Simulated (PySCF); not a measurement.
Cost of one run: excited-state job, `C#CC[AsH]C`.

Method: TDDFT LDA/def2-SVPD, vertical, gas phase, core orbitals frozen in the response (PySCF 2.14.0, density-fitted response routines). Geometry: PBE0-D3(BJ)/def2-SVP. Work: 10 singlets by full TDDFT, 4 Tamm–Dancoff triplets, polarisability, ΔSCF ions, density fitting. The command runs a driver script over a list of jobs; the input below is this job's line of settings and its coordinates in Å.

Command:
```bash
OMP_NUM_THREADS=1 python probes_run.py task.json out
```

Input:
```
{"job": {"kind": "uv", "xc": "LDA", "basis": "def2-SVPD", "ip": true}, "charge": 0, "multiplicity": 1}
C      1.579108     1.090504     0.564094
C      1.163337    -0.006407     0.255589
C      0.624759    -1.290321    -0.129651
As    -1.025514    -1.199689    -1.254092
C     -2.023593     0.097879    -0.170796
H      1.963942     2.052861     0.845011
H      0.363794    -1.888920     0.758403
H      1.362844    -1.874147    -0.702478
H     -0.447781    -0.167928    -2.218405
H     -2.851140     0.497748    -0.773695
H     -1.378347     0.922079     0.164077
H     -2.448860    -0.417264     0.702448
```

Hardware: one thread of an Arm Neoverse V2, shared host. PySCF's memory limit was set to 1760 MB.

The basis has 174 functions.

Problem. What wall time should be expected on this hardware?

Solution. About 63 s. The SCF took 14 cycles.

Problem. How much memory does it need at the peak?

Solution. About 0.62 GiB. Peak memory is the resident size of the whole Python process, interpreter and libraries included.

The SCF part of the output:
```
coarse grid: 45360 points
cycle   1  E = -2387.2101952324  dE = -4.914e-01  |g| = 6.347e-01  |ddm| = 8.486e+00
cycle   2  E = -2387.0720077589  dE =  1.382e-01  |g| = 9.358e-01  |ddm| = 2.529e+00
cycle   3  E = -2387.2959690105  dE = -2.240e-01  |g| = 1.511e-01  |ddm| = 1.462e+00
cycle   4  E = -2387.3024066989  dE = -6.438e-03  |g| = 6.335e-02  |ddm| = 3.478e-01
cycle   5  E = -2387.3030204868  dE = -6.138e-04  |g| = 3.968e-02  |ddm| = 9.860e-02
cycle   6  E = -2387.3034470220  dE = -4.265e-04  |g| = 8.601e-03  |ddm| = 4.890e-02
cycle   7  E = -2387.3034660691  dE = -1.905e-05  |g| = 1.780e-03  |ddm| = 1.508e-02
cycle   8  E = -2387.3034669294  dE = -8.603e-07  |g| = 7.221e-04  |ddm| = 3.369e-03
final grid: 95512 points
cycle   9  E = -2387.3034265896  dE =  2.082e-07  |g| = 1.311e-03  |ddm| = 1.104e-02
cycle  10  E = -2387.3034251179  dE =  1.472e-06  |g| = 2.665e-03  |ddm| = 4.708e-03
cycle  11  E = -2387.3034269487  dE = -1.831e-06  |g| = 5.657e-04  |ddm| = 3.231e-03
cycle  12  E = -2387.3034270289  dE = -8.028e-08  |g| = 7.470e-05  |ddm| = 6.033e-04
cycle  13  E = -2387.3034270302  dE = -1.279e-09  |g| = 6.754e-06  |ddm| = 9.820e-05
cycle  14  E = -2387.3034270302  dE = -1.546e-11  |g| = 3.783e-06  |ddm| = 1.409e-05
converged SCF energy = -2387.3034270302
```

On the final grid dE counts from the start density on that grid.

Other jobs ran on the host; a repeat could differ by tens of per cent or more.
